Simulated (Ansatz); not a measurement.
Consider the formal exchange of groups at a Ga–B bond: `F[BH][GaH][F]` + BH₃ → `[BH2][GaH][F]` + `BF`.

Gas-phase electronic energies from Ansatz, PBE0-D4/def2-TZVP geometries. CCSD(T)/CBS adds triple-zeta CCSD(T) − MP2 to the extrapolated MP2 energy (def2 sets, frozen cores). This one scheme is used for every species. DFT in def2-TZVPP. For Ga outer-core shells are correlated without core-valence functions, which leaves a few kJ/mol of doubt a bond. Scalar relativity is left out up to krypton. Each species was taken in one conformer, which may not be the lowest.

```
         level  ΔE (kJ/mol)
   LDA (SPW92)        -16.6
       BLYP-D4        -13.1
       ωB97M-V        -15.2
      PBE-QIDH        -17.5
         BHLYP        -16.6
 HF/def2-TZVPP        -17.3
  HF/CBS(def2)        -17.4
CCSD/CBS(def2)        -18.2
```

What does CCSD(T)/CBS give? (Best estimate.)

Ansatz gave: -17.7 kJ/mol. The listed levels differ from it by 1.1, 4.6, 2.5, 0.2, 1.1, 0.4, 0.3, -0.5 kJ/mol.

Largest T1 diagnostic among the species: 0.015.

Leaving LDA and LC-ωPBE aside and taking each functional with its dispersion term where it has one, the values spread over 4.4 kJ/mol, from PBE-QIDH to BLYP-D4.
